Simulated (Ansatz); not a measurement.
Breaking a bond: MgN (cation, charge +1), lowest triplet found (which spin is the ground state isn't settled by this scan).

Methods: UKS-PBE = unrestricted PBE/aug-cc-pVDZ (Ansatz, a quantum-chemistry and plane-wave program); UKS-PBE0 = unrestricted PBE0/aug-cc-pVDZ in Ansatz; FCI = full CI/aug-cc-pVDZ, frozen core run with Ansatz.

Energies relative to the lowest point of each curve between 1.76 and 2.66 Å, where full CI is lowest, in kJ/mol; the last columns give the error against full CI:

```csv
R / Å,UKS-PBE,UKS-PBE0,FCI,UKS-PBE − FCI,UKS-PBE0 − FCI
1.52,298.7,294.1,333.3,-34.6,-39.3
1.67,114.0,110.6,137.0,-23.0,-26.5
1.76,55.9,53.6,73.3,-17.4,-19.7
1.86,19.9,18.9,31.8,-11.8,-12.9
1.95,4.6,4.4,11.8,-7.2,-7.4
2.02,0.2,0.3,3.8,-3.6,-3.5
2.07,0.0,0.0,1.0,-1.0,-1.0
2.14,2.7,2.2,0.0,2.7,2.2
2.19,6.2,5.0,0.8,5.4,4.3
2.28,14.7,11.8,4.3,10.4,7.6
2.38,26.1,20.6,10.0,16.1,10.7
2.52,42.9,33.0,19.0,23.9,14.0
2.66,58.8,44.3,27.9,30.9,16.4
2.87,78.5,58.0,39.2,39.3,18.8
3.09,93.7,68.6,48.0,45.7,20.6
3.41,107.8,78.9,56.3,51.5,22.6
3.72,115.7,84.8,61.0,54.7,23.8
4.22,122.1,89.5,64.8,57.4,24.8
4.65,124.4,91.2,66.2,58.2,24.9
5.33,125.9,92.3,67.4,58.6,24.9
6.18,126.5,92.8,68.0,58.6,24.8
7.22,126.8,93.1,68.3,58.5,24.8
```

UKS-PBE is furthest from FCI at 6.18 (58.6 kJ/mol, above); its mean absolute error over the points is 30.5 kJ/mol.

UKS-PBE0 is furthest from FCI at 1.52 (-39.3 kJ/mol, below); its mean absolute error over the points is 17.1 kJ/mol.

The unrestricted determinant behind UKS-PBE is spin-contaminated at 2.02 to 7.22 Å (<S²> up to 3.0, against 2.00 for a pure triplet). The unrestricted determinant behind UKS-PBE0 is spin-contaminated at 1.86 to 7.22 Å (<S²> up to 3.0, against 2.00 for a pure triplet). Also computed but left out beside FCI, since their determinant holds another spin at the minimum (<S²> over 0.7 above the pure value): UHF, UMP2, UCCSD, UCCSD(T), UCCSDT, UCCSDT(Q), UMP2/3-21G.
